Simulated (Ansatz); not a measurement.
The same path of GeH4O + H2 (8 atoms, charge 0, multiplicity 1) was run twice with different band settings. Lost on the way: Ge1–O2, H7–H8. Made: Ge1–H7, O2–H8.

These are results of RKS B3LYP-D4/def2-mTZVP in Ansatz, not measurements.

Relaxed end points:

```xyz
8
Properties=species:S:1:pos:R:3
Ge -0.383 0.400 -0.183
O -0.230 -0.237 1.495
H -1.052 -0.191 2.001
H 1.017 0.202 -0.778
H -0.773 1.894 -0.145
H -1.453 -0.401 -0.958
H 2.108 -2.534 1.866
H 1.572 -2.018 1.839
```

```xyz
8
Properties=species:S:1:pos:R:3
Ge 0.449 0.034 -0.581
O -0.380 -0.687 2.517
H -1.273 -1.030 2.661
H 0.854 0.362 -2.033
H 0.369 1.340 0.220
H -0.919 -0.666 -0.603
H 1.509 -0.901 0.021
H 0.199 -1.338 2.937
```

Common settings: movable images 7; climbing image yes; spring 5.0 eV/Å²; optimiser quadratic models (default); start path through a guess of the saddle point; iteration limit 60; end points relaxed.

| run | force threshold |
| --- | --- |
| 1 | 0.05 eV/Å |
| 2 | 0.5 eV/Å |

**Question.** What does each run give, and how far can it be trusted?

**Answer.** Run 1: converged after 19 iterations, highest image 2.093 eV above the first end. Neighbouring images differ by up to 1.7 eV, so the band resolves the path poorly. A vibrational analysis at the climbing image gives one clearly imaginary mode, 1451i cm⁻¹: a first-order saddle point.
Run 2: converged after 8 iterations, highest image 2.129 eV above the first end. The threshold of 0.5 eV/Å is loose, so the images may lie well off the minimum-energy path. Neighbouring images differ by up to 1.6 eV, so the band resolves the path poorly. The order of the stationary point at the top wasn't checked.
The orbitals stay closed-shell, which can raise the energy where a bond breaks towards radicals; this wasn't checked here.
